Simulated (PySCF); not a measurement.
This PySCF input asks for the NMR shieldings of `InChI=1S/C7H12SSi/c1-2-6-9-7-4-3-5-8-7/h3-5H,2,6,9H2,1H3`; the geometry comes from PBE0-D3(BJ)/def2-SVP.

```python
import basis_set_exchange as bse
import numpy as np
from pyscf import gto, dft
from pyscf.prop import nmr

atoms = """
C    -3.523438   -0.275208   -0.350012
C    -2.707341    0.672784    0.516107
C    -1.243595    0.796170    0.091258
Si   -0.225501   -0.791579    0.169402
C     1.591898   -0.394825   -0.017866
C     2.512640   -1.005051   -0.845551
C     3.820257   -0.455530   -0.750397
C     3.885846    0.574054    0.152887
S     2.361390    0.866263    0.879267
H    -3.499096    0.030100   -1.408772
H    -4.577402   -0.301609   -0.034447
H    -3.140660   -1.307828   -0.299794
H    -2.754697    0.339341    1.567597
H    -3.174822    1.672353    0.499858
H    -1.167414    1.191811   -0.937505
H    -0.722901    1.532191    0.729472
H    -0.489264   -1.474571    1.477309
H    -0.554134   -1.751946   -0.928931
H     2.249656   -1.829796   -1.511005
H     4.677732   -0.804549   -1.327628
H     4.752594    1.175301    0.425765
"""
names = dict.fromkeys(["C", "Si", "S", "H"], "pcSseg-1")
basis = {el: gto.basis.parse(bse.get_basis(n, elements=[el], fmt="nwchem")) for el, n in names.items()}
mol = gto.M(atom=atoms, basis=basis, charge=0, verbose=0)
mf = dft.RKS(mol, xc="PBE0")
mf.grids.level = 2
mf.grids.alignment = dft.numint.BLKSIZE   # the property module wants whole blocks of grid points
mf.conv_tol = 1e-9
mf.kernel()

calc = nmr.RKS(mf)   # GIAO
C = mf.mo_coeff
Co = C[:, mf.mo_occ > 0]
resp = mf.gen_response(singlet=True, hermi=2)
def vind(x):   # induced exchange potential for any number of trial vectors
    d = np.einsum("pi,xij,qj->xpq", C, 2 * x.reshape(-1, C.shape[1], Co.shape[1]), Co, optimize=True)
    return np.einsum("xpq,pi,qj->xij", resp(d - d.transpose(0, 2, 1)), C, Co, optimize=True).ravel()
mo1, _ = nmr.rhf.solve_mo1(calc, with_cphf=vind)
sigma = calc.kernel(mo1)
for i, s in enumerate(sigma):   # ppm
    w = np.linalg.eigvalsh((s + s.T) / 2)
    print("%2d %-2s iso %8.1f  s11 %8.1f  s22 %8.1f  s33 %8.1f" % (i, mol.atom_pure_symbol(i), w.mean(), *w))
```

Q: What are the results?

A: 
```
 0 C  iso    167.2  s11    156.3  s22    162.4  s33    182.8
 1 C  iso    162.7  s11    155.6  s22    162.1  s33    170.4
 2 C  iso    167.5  s11    151.7  s22    158.1  s33    192.7
 3 Si iso    393.2  s11    365.0  s22    384.3  s33    430.3
 4 C  iso     44.9  s11    -34.2  s22     17.1  s33    151.9
 5 C  iso     41.8  s11    -47.6  s22     34.3  s33    138.8
 6 C  iso     52.0  s11    -31.1  s22     38.7  s33    148.4
 7 C  iso     43.5  s11    -50.4  s22     39.0  s33    141.9
 8 S  iso    244.2  s11     92.4  s22    248.0  s33    392.3
 9 H  iso     30.4  s11     26.7  s22     28.4  s33     36.2
10 H  iso     30.1  s11     25.4  s22     27.2  s33     37.6
11 H  iso     30.3  s11     25.4  s22     30.3  s33     35.1
12 H  iso     29.8  s11     25.1  s22     29.0  s33     35.2
13 H  iso     29.5  s11     23.6  s22     28.5  s33     36.5
14 H  iso     30.4  s11     26.2  s22     30.6  s33     34.4
15 H  iso     30.1  s11     23.3  s22     30.2  s33     36.8
16 H  iso     26.6  s11     23.2  s22     25.7  s33     30.8
17 H  iso     26.4  s11     21.5  s22     27.0  s33     30.6
18 H  iso     23.8  s11     20.3  s22     23.4  s33     27.8
19 H  iso     24.1  s11     20.9  s22     24.4  s33     26.9
20 H  iso     23.8  s11     20.9  s22     23.5  s33     26.9
```

These numbers come from an equivalent density-fitted implementation of the same equations, which agrees with the script to about 0.01 ppm for H and up to a few tenths of a ppm for heavy atoms, so last digits may differ.

Q: Turn these shieldings into chemical shifts. Referencing at the same level of theory: TMS for ¹³C (σref 184.41) and ²⁹Si (σref 351.99) and ¹H (σref 31.27); ³³S (σref 495.66) against CS2.

A: Averaging equivalent atoms: C 5: 142.6; C 7: 140.9; C 4: 139.5; C 6: 132.4; C 1: 21.7; C 0: 17.2; C 2: 16.9; Si 3: -41.2; S 8: 251; H 20: 7.51; H 18: 7.45; H 19: 7.19; H 16/17: 4.80; H 12/13: 1.63; H 14/15: 1.02; H 9/10/11: 1.00 ppm. 

Size and cost of the density-fitted run: 227 basis functions, 62 s wall time on 1 thread of an Intel Xeon Platinum 8259CL, shared host; peak memory 1.1 GiB.
